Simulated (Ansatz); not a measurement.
The cluster Na5⁺. Charge 1, multiplicity 1. Geometry r2SCAN/def2-SVP, basis def2-TZVP, Ansatz.

```
atom   x (Å)   y (Å)   z (Å)
 Na1   2.753   1.700   1.720
 Na2  -0.008   0.016  -0.023
 Na3   0.189   3.618   0.714
 Na4  -0.953  -2.271  -2.753
 Na5  -1.982  -3.063   0.342
```

```csv
run,HOMO (eV),LUMO (eV)
A,-6.09,-4.54
B,-6.14,-4.76
C,-7.02,-3.84
D,-7.41,-3.69
E,-6.63,-4.31
F,-6.22,-4.84
```

The structure comes from a short search, and lower isomers may exist.

Task: The runs used BHLYP, CAM-B3LYP, PBE, PBE0, r2SCAN, revPBE. Estimate which is which.

Result: A r2SCAN (0 % exact exchange); B revPBE (0 % exact exchange); C BHLYP (50 % exact exchange); D CAM-B3LYP (range-separated); E PBE0 (25 % exact exchange); F PBE (0 % exact exchange). Exact exchange lowers occupied and raises empty levels; among semilocal functionals meta-GGAs tend to open the gap a little, and such runs are hard to tell apart. The gap grows from 1.38 eV (PBE) to 3.72 eV (CAM-B3LYP).
